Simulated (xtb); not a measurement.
C3H6GeO, SMILES [O]1[GeH2][C](C)=C1. All values are semi-empirical tight-binding results from xtb (GFN2-xTB unless named), good for trends rather than for accurate numbers. Coordinates come from a GFN2-xTB optimisation. This is a generated structure with no PubChem entry under its InChIKey; it may be hypothetical.

Optimised geometry:

Bond lengths (Å): C1–C2 1.488, C1–H6 1.090, C1–H7 1.090, C1–H8 1.089, C2–C3 1.336, C2–Ge5 1.973, C3–O4 1.364, C3–Ge5 2.330, C3–H9 1.080, O4–Ge5 1.889, Ge5–H10 1.516, Ge5–H11 1.516. Angles (°): C2–C1–H6 111.0, C2–C1–H7 111.0, C2–C1–H8 109.5, H6–C1–H7 107.9, H6–C1–H8 108.7, H7–C1–H8 108.7, C1–C2–C3 131.9, C1–C2–Ge5 140.8, C3–C2–Ge5 87.3, C2–C3–O4 111.9, C2–C3–Ge5 57.8, C2–C3–H9 130.7, O4–C3–Ge5 54.2, O4–C3–H9 117.3, Ge5–C3–H9 171.5, C3–O4–Ge5 90.0, C2–Ge5–C3 35.0, C2–Ge5–O4 70.8, C2–Ge5–H10 124.1, C2–Ge5–H11 124.1, C3–Ge5–O4 35.8, C3–Ge5–H10 121.6, C3–Ge5–H11 121.7, O4–Ge5–H10 106.9, O4–Ge5–H11 107.0, H10–Ge5–H11 110.2.

For metal compounds this method's bond lengths and energies can be far off.

Computed properties:
```json
{
 "point_group_as_xtb_finds_it": "Cs",
 "orbital_gap": "4.29 eV",
 "zero_point_energy": "46.8 kcal/mol",
 "G − E(el) at 298.15 K (modified RRHO)": "27.5 kcal/mol"
}
```

Computed atomic charges and the Wiberg bond orders between heavy atoms:
charges (e) C1 -0.10, C2 -0.08, C3 0.11, O4 -0.38, Ge5 0.23, H6 0.05, H7 0.05, H8 0.05, H9 0.03, H10 0.02, H11 0.02. Bond orders C1–C2 1.03, C2–C3 1.77, C3–O4 1.09, C2–Ge5 0.84, O4–Ge5 0.94.
